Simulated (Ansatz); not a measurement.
`C#CN(C)[SiH2]F` + `COBF` → `COB(F)[SiH2]F` + `C#CNC`  (formal exchange of groups at the Si–N bond)

Calculated with Ansatz (gas phase, PBE0-D4/def2-TZVP geometries, no zero-point term in ΔE). CCSD(T)/CBS is the MP2 limit (def2-TZVPP, def2-QZVPP) plus CCSD(T) − MP2 in def2-TZVPP, frozen cores. DFT in def2-TZVPP. Each species was taken in one conformer, which may not be the lowest.

| level | ΔE (kcal/mol) |
| --- | --- |
| ωB97X-V | 23.0 |
| HF/def2-TZVPP | 26.5 |
| CCSD/def2-TZVPP | 25.2 |
| SCS-MP2/def2-QZVPP | 27.2 |

(1) What does CCSD(T)/CBS give? (Best estimate.)

Largest T1 diagnostic among the species: 0.013.

## Answers

(1) The calculation gave: +25.0 kcal/mol. The listed levels differ from it by -2.0, 1.5, 0.2, 2.2 kcal/mol.

From PBE to PBE0 (25 % exact exchange), in def2-TZVPP and without D4, ΔE moves by +1.7 kcal/mol. The D4 term adds +0.8 kcal/mol with B3LYP and +0.4 kcal/mol with PBE0; it sums over pairs of atoms, weighted by their polarisabilities, and B3LYP, whose exchange is more repulsive, gets the larger term.

B3LYP here is the variant with VWN-RPA as its local correlation; programs differ in this.
